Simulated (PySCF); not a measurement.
(3R,4R)-3,4-difluorocyclobutene (C₄H₄F₂), SMILES F[C@H]1[C@@H](C=C1)F.

Geometry optimised at PBE-D3(BJ)/def2-SVP.

Two levels are set side by side: TDDFT-PBE/def2-SVPD (PySCF) and TDDFT-B3LYP/def2-SVPD (PySCF). Vertical, same geometry. The lowest singlet is HOMO−1→LUMO 100 % with PBE and HOMO−1→LUMO 99 % with the other functional; states are paired by order. Differences are taken from unrounded values.

| quantity | TDDFT-B3LYP | TDDFT-PBE | TDDFT-PBE minus TDDFT-B3LYP |
|---|---|---|---|
| lowest singlet excitation (eV) | 6.62 | 5.76 | -0.86 |
| lowest triplet excitation (TDA) (eV) | 4.28 | 4.34 | 0.06 |
| first bright state (f over 0.05) (eV) | 7.14 | 6.93 | -0.21 |
| its oscillator strength | 0.15 | 0.15 | 0.00 |

Functionals without exact exchange tend to place singlet excitations lower, as here. Differences between two approximate levels are no errors against the true value.

Rough cost on one machine, each run with all the roots and properties that it gave: TDDFT-B3LYP against TDDFT-PBE about 3 times.
